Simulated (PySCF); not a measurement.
CH5FO2Si2, SMILES O=CO[Si@@H](F)[SiH3].

Geometry optimised at B3LYP-D3(BJ)/def2-SVP. The structure was generated by enumeration; whether it is a known compound was not checked. Other conformers were not sampled.

Two levels are set side by side: TDA-PBE/def2-SVPD (PySCF) and TDA-B3LYP/def2-SVPD (PySCF). Vertical, same geometry. The lowest singlet is HOMO→LUMO 98 % with PBE and HOMO−1→LUMO 47 %, HOMO→LUMO 41 % with the other functional; states are paired by order. Differences are taken from unrounded values.

```csv
quantity,TDA-B3LYP
lowest singlet excitation (eV),5.61
lowest triplet excitation (TDA) (eV),5.08
```

Q: What does TDA-PBE give, and how far is it from TDA-B3LYP? (An estimate is asked for; the answer gives what the named calculation found.)

A: 
```
quantity                              TDA-PBE  TDA-PBE minus TDA-B3LYP
------------------------------------  -------  -----------------------
lowest singlet excitation (eV)           5.24                    -0.37
lowest triplet excitation (TDA) (eV)     4.80                    -0.28
```

Functionals without exact exchange tend to place singlet excitations lower, as here. Differences between two approximate levels are no errors against the true value.

Rough cost on one machine, each run with all the roots and properties that it gave: TDA-B3LYP against TDA-PBE about 2 times.
